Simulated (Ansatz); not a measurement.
Geometry optimisation, RKS PBE0/def2-SVP in Ansatz 0.2.0.

The input (input.yaml):

```yaml
crystal:
  periodic: [false, false, false]
  atoms:
    - { symbol: C, position_ang: [-0.5693, -0.5175, -0.3683] }
    - { symbol: Sb, position_ang: [0.6531, 0.17, 1.2428] }
    - { symbol: H, position_ang: [-0.4738, -1.5472, -0.5971] }
    - { symbol: H, position_ang: [-1.6059, -0.3076, -0.1033] }
    - { symbol: H, position_ang: [-0.3838, 0.1114, -1.3075] }
    - { symbol: H, position_ang: [-0.32487, -0.66559, 2.47006] }
    - { symbol: H, position_ang: [-0.30787, 1.66406, 1.38675] }
basis:
  gaussian: { orbitals: def2-SVP }
hamiltonian:
  xc: pbe0
relax:
  f_tol: 0.015
  max_steps: 40
```

Command:

```bash
$ ansatz run input.yaml --threads 1 --pin off --max-ram 2048MiB --backend cpu --events-out ev --progress --plain --runs-dir out
```

**Question.** Where does it end, and by what steps?

**Answer.** The forces met the threshold. After 3 steps the energy has fallen by 0.158 eV; H4 moved furthest, 0.11 Å.

```json
{"step": "0", "energy less start (eV)": "0.0000", "largest force component (eV/Å)": "2.252", "accepted": "yes"}
{"step": "1", "energy less start (eV)": "-0.0904", "largest force component (eV/Å)": "0.852", "accepted": "yes"}
{"step": "2", "energy less start (eV)": "-0.1517", "largest force component (eV/Å)": "0.319", "accepted": "yes"}
{"step": "3", "energy less start (eV)": "-0.1581", "largest force component (eV/Å)": "0.009", "accepted": "yes"}
```

```xyz
7
Properties=species:S:1:pos:R:3
C -0.624 -0.491 -0.396
Sb 0.636 0.183 1.247
H -0.419 -1.553 -0.586
H -1.687 -0.356 -0.163
H -0.368 0.085 -1.297
H -0.309 -0.603 2.447
H -0.241 1.643 1.472
```

Run time: 11 s on 1 CPU thread of a shared host.
